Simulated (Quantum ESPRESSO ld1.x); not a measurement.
Pr56+, 3 electrons, occupied as [He] 2s1 (the NIST ground configuration).

Method: scalar-relativistic Kohn-Sham, LDA (Slater exchange, Perdew-Zunger correlation), spin-polarised, spherical densities, point nucleus; open shells are filled with parallel spins first; computed with ld1.x of Quantum ESPRESSO 7.5.

Energy parts (Ry):
| part | energy |
|---|---|
| total | -8103.982 |
| kinetic | 8944.986 |
| electron-nucleus | -17188.101 |
| Hartree | 219.132 |
| exchange-correlation | -79.999 |

Orbitals (lengths in bohr, moments of r in powers of bohr; <r^-3> diverges for s and p1/2; r(max) is where P^2 peaks; r(90%) holds 90 % of the orbital's charge):
1s up: occ. 1; eigenvalue (Ry) -3522.41; r(90%) 0.0432; <r^4> 1.604e-06; r(max) 0.015
1s down: occ. 1; eigenvalue (Ry) -3520.91; r(90%) 0.0432; <r^4> 1.601e-06; r(max) 0.015
2s up: occ. 1; eigenvalue (Ry) -867.994; r(90%) 0.149; <r^4> 0.0002062; r(max) 0.084
2s down: occ. 0; eigenvalue (Ry) -861.454; r(90%) 0.150; <r^4> 0.0002076; r(max) 0.084

The highest occupied level is 2s up at -11809.7 eV. For comparison, the ionisation energy in NIST's Atomic Spectra Database is 11895.9 eV (theoretical). In exact Kohn-Sham theory the highest level is minus the ionisation energy, but local and semilocal functionals leave it too shallow, through self-interaction and a potential that decays too fast; potentials with the right tail come closer. Summed over all electrons, <r^2> = 0.01269 bohr^2, which gives a Langevin (diamagnetic) susceptibility term of -0.01 x 10^-6 cm^3/mol. Spin moment in Bohr magnetons: 1.
